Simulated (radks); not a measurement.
Question: The mean radii <r> (bohr) of the occupied orbitals of an atom or ion are listed with their occupations. Method: scalar-relativistic Kohn-Sham, PBE, spin-unpolarised, spherical densities, finite nucleus; Fermi nuclear charge, rms radius of each element as measured or else 0.836 A^(1/3) + 0.57 fm; computed with a radial shooting solver on a logarithmic mesh with Libxc functionals.

| orbital | occ. | <r> |
|---|---|---|
| 1s | 2 | 0.03111 |
| 2s | 2 | 0.1349 |
| 2p | 6 | 0.1177 |
| 3s | 2 | 0.3685 |
| 3p | 6 | 0.3676 |
| 3d | 10 | 0.3458 |
| 4s | 2 | 0.9126 |
| 4p | 6 | 1.002 |
| 4d | 10 | 1.387 |

Name the element and its charge.

Answer: Z = 47, silver, charge +1: Ag+ in [Kr] 4d10. The 1s radius gives Z: for a bare nucleus <r> = (2 gamma + 1)/(2Z) with gamma = sqrt(1 - (Z/c)^2), 0.03062 bohr for Z = 47, and screening makes it slightly larger (0.03111 here). The occupations add up to 46, and the charge is Z minus that.
